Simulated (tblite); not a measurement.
Run record: tight-binding relaxation, `CC(C)O[Si@@H]([AsH2])O[SiH3]`.

Computed with GFN2-xTB geometry optimisation, gas phase (tblite 0.8.0). Start geometry: from a force field or distance geometry. A driver script takes a list of jobs; this job's settings line and coordinates (Å) are shown.

Command:
```bash
OMP_NUM_THREADS=1 python probes_run.py task.json out
```

Input:
```
{"job": {"kind": "relax", "xc": "GFN2-xTB", "basis": "xTB"}, "charge": 0, "multiplicity": 1}
C     -1.097500    -1.249200    -1.085700
C     -1.293000    -0.020600    -0.184600
C     -2.641500    -0.093600     0.517800
O     -0.288300    -0.006300     0.815700
Si     1.102700     0.886500     0.311800
As     0.857200     3.091200     0.982700
O      2.523000     0.235000     1.020900
Si     2.764300    -1.304600     0.300400
H     -1.914300    -1.292700    -1.839300
H     -0.142100    -1.184500    -1.619200
H     -1.119700    -2.183500    -0.486900
H     -1.302300     0.896600    -0.799500
H     -2.787600     0.801200     1.176400
H     -3.462800    -0.096900    -0.242000
H     -2.731000    -0.995600     1.143500
H      1.226300     0.881400    -1.151900
H      2.015800     3.568300     0.043700
H     -0.237500     3.354400    -0.094700
H      3.968500    -1.922100     0.863800
H      2.942100    -1.165400    -1.151800
H      1.609000    -2.182900     0.582000
```

Output:
```
step      E/eV     max force
  0    -738.75533    2.969
  1    -739.06599    2.071
  2    -739.25787    1.227
  3    -739.30690    0.854
  4    -739.37347    0.452
  5    -739.38942    0.385
  6    -739.42856    0.378
  7    -739.43894    0.295
  8    -739.45690    0.346
  9    -739.47457    0.356
... (172 lines left out)
182    -739.87482    0.029
183    -739.87490    0.031
184    -739.87498    0.023
185    -739.87507    0.020
186    -739.87514    0.022
187    -739.87523    0.023
188    -739.87532    0.029
189    -739.87540    0.026
190    -739.87545    0.017
191    -739.87547    0.010
```

«max force» is the largest atomic force in eV/Å.

From which step on does the largest force stay under 0.1 eV/Å, and how much energy is left to gain from there?

From step 100 (0.077 eV/Å), 23.7 meV above the end.

Summary of the converged run: energy lowered by 25.8 kcal/mol over 191 steps; largest atomic force 0.010 eV/Å at the end.

Give the final coordinates.

0.927 Å rms from the input after alignment:
```
atom  x, y, z in Å
C1    -1.1333   -1.3490   -1.0011
C2    -1.6566   -0.0031   -0.5168
C3    -2.8319   -0.1713    0.4418
O4    -0.6583    0.7276    0.1565
Si5    0.8351    1.1439   -0.3070
As6    1.4266    2.4001    1.5170
O7     1.8315   -0.1407   -0.4903
Si8    2.7821   -1.1744    0.3079
H9    -1.9216   -1.8935   -1.5143
H10   -0.2987   -1.2027   -1.6806
H11   -0.7858   -1.9350   -0.1540
H12   -1.9745    0.5911   -1.3861
H13   -3.1662    0.8019    0.7919
H14   -3.6572   -0.6733   -0.0552
H15   -2.5204   -0.7596    1.3014
H16    0.8595    1.6471   -1.6856
H17    2.7997    2.6667    0.9668
H18    0.9580    3.6842    0.8916
H19    3.6456   -0.4062    1.2130
H20    3.5199   -1.8372   -0.7629
H21    1.9376   -2.0995    1.0691
```

Hardware: one thread of an Intel Xeon at 2.50 GHz, on a shared host. Cost: 7.1 s of wall time.
Labels such as C1 count atoms from 1, the log's own numbers from 0.
